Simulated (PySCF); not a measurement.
## Electronic structure of Sc²⁺ (scandium, charge +2) at the UHF level

Configuration: [Ar] 3d1, 2D determinant. All numbers are calculated (PySCF 2.14, scalar relativity by spin-free X2C-1e, in cc-pVDZ-DK (6s5p3d1f, 43 functions)).

```
Total energy                                                  : -762.635446 hartree
One-electron energy                                           : -1033.2170 hartree
Hartree (Coulomb) energy                                      : 308.6584 hartree
Exchange energy                                               : -38.0768 hartree
⟨S²⟩                                                          : 0.7512
⟨L²⟩                                                          : 6.014
Sum of ⟨r⟩                                                    : 13.38 bohr
Sum of ⟨r²⟩                                                   : 16.27 bohr²
Traceless quadrupole moment −½Σ⟨3z² − r²⟩ along its main axis : 0.821 e·bohr²
Langevin diamagnetic susceptibility                           : -12.9 ×10⁻⁶ cm³/mol
Time after the integrals                                      : 0.09 s of wall time on 1 thread of Neoverse-V2 (shared host)
```

| shell | electrons | mean orbital energy (eV) | spread (eV) | rms radius, mean of both spins (bohr) |
| --- | --- | --- | --- | --- |
| 1s β | 1 | -4555.3 | 0 | 0.0844 |
| 1s α | 1 | -4555.3 | 0 | 0.0844 |
| 2s α | 1 | -539.87 | 0 | 0.370 |
| 2s β | 1 | -539.49 | 0 | 0.370 |
| 2p α | 3 | -442.66 | 0.077 | 0.340 |
| 2p β | 3 | -442.27 | 0.556 | 0.340 |
| 3s α | 1 | -86.437 | 0 | 1.15 |
| 3s β | 1 | -84.848 | 0 | 1.15 |
| 3p α | 3 | -59.107 | 1.052 | 1.27 |
| 3p β | 3 | -57.110 | 1.609 | 1.27 |
| 3d α | 1 | -24.722 | 0 | 1.73 |

Densities and radii are taken from the X2C orbitals without a picture-change correction, which distorts them close to the nucleus.
